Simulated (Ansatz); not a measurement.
The first iterations of a band of C3H9FGe (14 atoms, charge 0, multiplicity 1).

Theory: RHF/def2-SVP in Ansatz 0.2.0.

```yaml
movable_images: 1
climbing_image: yes
spring: 5.0 eV/Å²
optimiser: quadratic models (default)
start_path: through a guess of the saddle point
force_threshold: 0.05 eV/Å
iteration_limit: 60
end_points: relaxed
```

First end point:

```xyz
14
Properties=species:S:1:pos:R:3
C -1.589 -0.248 1.269
Ge 0.352 -0.455 1.102
C 1.017 0.563 -0.470
C 0.488 0.121 -1.819
F 0.652 1.883 -0.268
H -1.850 0.811 1.298
H -2.106 -0.710 0.426
H -1.946 -0.718 2.187
H 0.731 -1.938 0.926
H 1.059 0.091 2.352
H 2.108 0.539 -0.480
H 0.864 0.779 -2.605
H -0.602 0.152 -1.849
H 0.810 -0.898 -2.041
```

Last end point:

```xyz
14
Properties=species:S:1:pos:R:3
C -1.555 -0.371 1.281
Ge 0.395 -0.431 1.098
C 0.966 0.640 -0.477
C 0.462 0.162 -1.822
F 0.500 1.927 -0.267
H -1.893 0.665 1.319
H -2.043 -0.864 0.439
H -1.868 -0.872 2.198
H 0.884 -1.880 0.914
H 1.070 0.163 2.344
H 2.055 0.703 -0.496
H 0.862 -0.828 -2.050
H 0.779 0.849 -2.609
H -0.627 0.107 -1.843
```

| iteration | highest image above the first end (eV) | largest band force component (eV/Å) |
| --- | --- | --- |
| 1 | 0.827 | 3.161 |
| 2 | 0.214 | 0.933 |

**Question.** Does the band converge within its limit, and where does its top end?

**Answer.** The run converged. It ended after 6 iterations with the highest image 0.159 eV above the first end. Another band between the same ends (9 images) ends at a top of the same energy, where a vibrational analysis finds 1 clearly imaginary mode. So few images can step over the top or miss a turn of the path.

Time of the run: 20 s on 2 threads of Arm Neoverse V2 (shared host), peak memory 0.37 GiB.
